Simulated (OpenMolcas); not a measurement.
S: CASPT2 settings compared

- Program: OpenMolcas
- Basis: ANO-L-VQZP [6s5p3d2f]
- Scalar Hamiltonian: non-relativistic, point nucleus
- Active space: 4 electrons in 3 orbitals (3p)
- State averaging: 2S+1 = 3 even, 3 roots; 2S+1 = 1 even, 6 roots kept (CI in the orbitals of an earlier block)
- Spin-orbit coupling: state interaction with AMFI integrals over the reference wave functions, term energies averaged over their components

Methods on the same reference wave functions:
A. CASSCF
B. SS-CASPT2, IPEA 0.15 Eh, sigma2 regulariser 0.3 Eh (closed shells correlated: 3s)
C. SS-CASPT2, IPEA 0.2 Eh, sigma2 regulariser 0.1 Eh (closed shells correlated: 3s)
D. SS-CASPT2, IPEA 0 Eh, sigma1 regulariser 0.25 Eh (closed shells correlated: 2s 2p 3s)

Energies in cm-1 above 3s2 3p4 3P2, the measured ground level; measured values from NIST Handbook of Basic Atomic Spectroscopic Data.

```json
{"Level": "3s2 3p4 3P2", "A": "0.0", "B": "0.0", "C": "0.0", "D": "0.0", "Measured": "0.0"}
{"Level": "3s2 3p4 3P1", "A": "371", "B": "372", "C": "372", "D": "372", "Measured": "396"}
{"Level": "3s2 3p4 3P0", "A": "544", "B": "543", "C": "543", "D": "543", "Measured": "574"}
{"Level": "3s2 3p4 1D2", "A": "11793", "B": "9670", "C": "9600", "D": "9930", "Measured": "9239"}
{"Level": "3s2 3p4 1S0", "A": "29196", "B": "23510", "C": "23500", "D": "23480", "Measured": "22180"}
```

Deviations, from unrounded energies. A percentage is the sum of absolute deviations over the sum of measured energies, with the sign that they share, or ± where signs differ.

```
                        Against measurement  Levels      A     B     C     D
             mean absolute deviation (cm-1)       4   2400   450   430   510
      fine structure of the ground term (%)       2   -5.6  -5.6  -5.6  -5.6
other terms of the ground configuration (%)       2  +30.5  +5.6  +5.4  +6.3
```

B, C lie about equally close to measurement and A furthest from it. The largest miss of C in the table is 3s2 3p4 1S0, by +1300 cm-1. The ranking rests on the paired levels alone, and a cruder setting can come out closer through cancelling errors.

Among B to D the level of the table that moves most is 3s2 3p4 1D2, by 330 cm-1 (lowest in C, highest in D). Moves below CASPT2's spread within the term are not significant.

The mean deviations of B to D differ by less than CASPT2's widest spread within a term (160 cm-1), so their order carries little weight.

From A to B the spin-free energies of the other terms of 3s2 3p4 shown, above 3P, scale by factors of 0.80 to 0.82.

The lowest spin-free term lies below A's lowest term by 0.134 hartree in B, 0.132 hartree in C, 0.180 hartree in D.

CASPT2 breaks the degeneracy within a term, and the mean is taken; among the terms shown or strongly mixed into the levels shown the widest spread is 160 cm-1 (3s2 3p4 1D, C). Terms from blocks run as CI alone lack orbitals of their own. With the s shell closed, the reference lacks s² → p² mixing. Without dynamic correlation excited terms often stand tens of per cent too high (terms of higher spin than the ground term too low), and those without a measured partner can miss by more than the paired ones (holds for A). Computed and measured levels are paired by configuration, term and J; levels that our copy of the source lacks, or whose pairing is in doubt (as where it misses far off the trend of its configuration), stay unpaired and out of the deviations. Only configurations of the active space appear.
